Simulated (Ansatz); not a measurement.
Input and output for GeClH3 (GeH3Cl).

```yaml
crystal:
  periodic: [false, false, false]
  atoms:
    - {symbol: Ge, position_ang: [-0.001031, 0.001642, -0.161768]}
    - {symbol: Cl, position_ang: [0.012845, -0.020105, 2.011220]}
    - {symbol: H, position_ang: [1.470729, 0.011003, -0.625883]}
    - {symbol: H, position_ang: [-0.745405, 1.280797, -0.599016]}
    - {symbol: H, position_ang: [-0.737138, -1.273347, -0.624544]}
basis:
  gaussian: {orbitals: "6-31G*", final_grid: {core_spheres: 8, valence_spheres: 7, degree: 23}}
magnetization: {spin_polarized: true, initial_magnetization: 0}
hamiltonian: {xc: {name: r2SCAN0}}
scf: {omitted_lower_state_checks: [starts]}
output: {forces: true}
```

```sh
$ ansatz run in.yaml --threads 4 --pin off --events-out ev --progress --plain --max-ram 3916MiB
```

It prints (some lines left out):

```
Functional definition: r2SCAN0
570 factors; integrals over basis functions are off by at most 6.9e-4 eV
mean field evaluation 1: about -69080.2350 eV, gradient 9.3e0 eV
mean field evaluation 2: about -69080.2387 eV, gradient 9.8e0 eV
mean field evaluation 4: about -69080.5288 eV, gradient 6.5e-1 eV
mean field evaluation 8: about -69080.5713 eV, gradient 1.1e-2 eV
mean field -69080.57132788 eV, -2538.6641718065 hartree, gradient 1.4e-5 eV, S^2 0.000000; 0 other end points of the search recorded, 0 dependent functions left out
reference -69080.57133678 eV, -2538.6641721337 hartree; 26, 26 occupied and 34, 34 virtual orbitals, 570 factors
Total energy: -69080.57133678 eV, -2538.6641721337 hartree
Atom 0 at    -0.001031     0.001642    -0.161768 Å, force     0.001056    -0.000192    -0.047813 eV/Å
Atom 1 at     0.012845    -0.020105     2.011220 Å, force    -0.002264     0.002673    -0.258163 eV/Å
Atom 2 at     1.470729     0.011003    -0.625883 Å, force    -0.259090    -0.001772     0.103194 eV/Å
Atom 3 at    -0.745405     1.280797    -0.599016 Å, force     0.130794    -0.225385     0.099121 eV/Å
Atom 4 at    -0.737138    -1.273347    -0.624544 Å, force     0.129504     0.224676     0.103661 eV/Å
Dipole moment:    -0.003181     0.005024    -0.499455 e Å
Checks for a lower state left out: starts
```

Run time 6 s (4 threads of Intel Xeon on a shared host).

The 6-31G sets use Cartesian d functions.
